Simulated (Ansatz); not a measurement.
Job for Ansatz (a program for electronic structure): R-PBE0/def2-TZVPP on C4H8O (SMILES CCCC=O).

Ansatz 0.2 input:
```yaml
crystal:
  periodic: [false, false, false]
  atoms:
    - {symbol: C, position_ang: [-1.76177567, -0.15515156, -0.36044251]}
    - {symbol: C, position_ang: [-0.37678046, -0.56607847, 0.12989193]}
    - {symbol: C, position_ang: [0.65560491, 0.53734319, -0.05200155]}
    - {symbol: C, position_ang: [2.04377628, 0.19343808, 0.41281865]}
    - {symbol: O, position_ang: [2.36959633, -0.85894112, 0.89798879]}
    - {symbol: H, position_ang: [-2.48419067, -0.96055871, -0.21968612]}
    - {symbol: H, position_ang: [-1.74784349, 0.09611149, -1.42390670]}
    - {symbol: H, position_ang: [-2.13072460, 0.71990212, 0.18034092]}
    - {symbol: H, position_ang: [-0.03923600, -1.45969871, -0.39951330]}
    - {symbol: H, position_ang: [-0.41771531, -0.84433028, 1.18520341]}
    - {symbol: H, position_ang: [0.73711286, 0.84002954, -1.10472105]}
    - {symbol: H, position_ang: [0.35965456, 1.45385827, 0.47606641]}
    - {symbol: H, position_ang: [2.79252125, 1.00407619, 0.27796114]}
basis:
  gaussian:
    orbitals: def2-TZVPP
hamiltonian:
  xc: {name: PBE0}
scf: {lower_state_search: off}
```

### Question
Predict the final total energy.

### Answer
-232.2725 hartree.
